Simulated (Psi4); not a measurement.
## Worked example: ideal-gas entropy of HI (SMILES I)

A linear singlet with charge 0, relaxed at PBE0-D4/def2-TZVP (density fitting, core potential) (Psi4 1.11):

```xyz
2

I    -0.6820    0.2524   -0.3436
H     0.7152   -0.1908    0.3220
```

Harmonic wavenumbers in cm⁻¹: 2344.

Masses in u: I 126.904, H 1.008. Take T = 298.15 K, p = 1 bar, R = 8.3145 J/(mol K), kT/hc = 207.22 cm⁻¹, rigid rotor and harmonic oscillator.

Problem. Work out S° at 298 K.

Solution. 
1. Translation (Sackur–Tetrode): S = R[3/2 ln M + 5/2 ln T − 1.1517] with M = 127.912 gives 169.4 J/(mol K).
2. Rotation: the moment of inertia is 2.592 u Å², so B = 16.8576/I = 6.5043 cm⁻¹; σ = 1; q = kT/(σhcB) = 31.9; S = R(ln q + 1) = 37.1.
3. Vibration: with u = ν̃/207.22, each mode gives R[u/(eᵘ − 1) − ln(1 − e⁻ᵘ)]; the sum is 0.0.
4. Spin: R ln 1 = 0.0.
5. Sum: 169.4 + 37.1 + 0.0 + 0.0 = 206.5 J/(mol K).

The tabulated value is 206.6 J/(mol K) (CRC Handbook of Chemistry and Physics): the model is off by -0.1.
